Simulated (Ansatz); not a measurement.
Basis-set series for CF3GeNO, SMILES `O=C=[N][Ge]([F])([F])[F]`. The species carries charge 0 and has multiplicity 1. The geometry is a stationary point of PBE0-D4/def2-TZVP. It is one conformer, not always the lowest.

```json
{"functional": "PBE0-D4", "basis": "def2-SVP", "functions": "116", "energy (Eh)": "-2543.40518", "HOMO (eV)": "-9.92", "LUMO (eV)": "-1.24"}
{"functional": "PBE0-D4", "basis": "def2-TZVPP", "functions": "234", "energy (Eh)": "-2544.24591", "HOMO (eV)": "-9.98", "LUMO (eV)": "-1.38"}
{"functional": "ωB97M-V", "basis": "def2-SVP", "functions": "116", "energy (Eh)": "-2543.90244", "HOMO (eV)": "-12.15", "LUMO (eV)": "1.01"}
{"functional": "ωB97M-V", "basis": "def2-TZVPP", "functions": "234", "energy (Eh)": "-2544.75364", "HOMO (eV)": "-12.24", "LUMO (eV)": "0.79"}
```

Task: Give the rows for def2-QZVPP. (An estimate is asked.)

Result: The calculation gave: 
```tsv
functional	basis	functions	energy (Eh)	HOMO (eV)	LUMO (eV)
PBE0-D4	def2-QZVPP	431	-2544.31751	-10.01	-1.49
ωB97M-V	def2-QZVPP	431	-2544.82163	-12.28	0.56
```

Positive LUMOs are unbound and depend on the basis. Scalar relativity is left out up to krypton.

Program: Ansatz 0.2.0.
